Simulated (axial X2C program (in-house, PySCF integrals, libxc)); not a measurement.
## GeP along the bond: PBE0, 2c

Computed with an axial X2C code built on PySCF integrals. Two-component (2c) means X2C with spin–orbit coupling and atomic mean-field two-electron Coulomb and Gaunt terms. Basis: Ge dyall-cv3z [9s9p7d4f1g], P dyall-v3z [8s7p2d1f] (cores contracted in-house); Gaussian nuclei, density fitting, unrestricted open shells. Masses: Ge 73.921 u, P 30.974 u.

State: Ω = 3/2 (⟨Sz⟩ = 0.50, ⟨Lz⟩ = 1.00 at PBE0). Dipoles are positive if P is the positive end.

```json
{"R (Å)": "1.871", "μ (D)": "-0.502", "HOMO (eV)": "-6.72", "LUMO (eV)": "-5.18"}
{"R (Å)": "1.956", "μ (D)": "-0.776", "HOMO (eV)": "-6.79", "LUMO (eV)": "-4.96"}
{"R (Å)": "2.021", "μ (D)": "-0.981", "HOMO (eV)": "-6.82", "LUMO (eV)": "-4.82"}
{"R (Å)": "2.086", "μ (D)": "-1.182", "HOMO (eV)": "-6.67", "LUMO (eV)": "-4.68"}
{"R (Å)": "2.150", "μ (D)": "-1.377", "HOMO (eV)": "-6.51", "LUMO (eV)": "-4.56"}
{"R (Å)": "2.225", "μ (D)": "-1.590", "HOMO (eV)": "-6.33", "LUMO (eV)": "-4.42"}
{"R (Å)": "2.300", "μ (D)": "-1.777", "HOMO (eV)": "-6.17", "LUMO (eV)": "-4.31"}
{"R (Å)": "2.397", "μ (D)": "-1.937", "HOMO (eV)": "-5.99", "LUMO (eV)": "-4.18"}
{"R (Å)": "2.515", "μ (D)": "-2.003", "HOMO (eV)": "-5.87", "LUMO (eV)": "-4.06"}
{"R (Å)": "2.688", "μ (D)": "-2.077", "HOMO (eV)": "-5.80", "LUMO (eV)": "-3.94"}
```

The minimum lies at 2.144 Å. What is the dipole moment there, and its slope?

At PBE0, 2c, with the sign and origin stated: μ = -1.36 D, dμ/dR = -2.96 D/Å.

The state is one determinant whose occupation by symmetry is held fixed; it was picked as the lowest of a PBE0 search that is not exhaustive. Density functionals use the spin component along the axis (collinear). PBE0 can misorder states that lie within some tenths of an eV, so this need not be the ground state of the molecule. The nearest other 2c determinant of the search, Ω = 1/2, lies 0.06 eV up at the distance of the search. The functionals have no current-density term, which raises determinants with orbital currents, atoms included. The determinant is spin-polarised beyond a pure state at some levels (its spin-free form has ⟨S²⟩ too high), which makes Re and μ there less reliable.
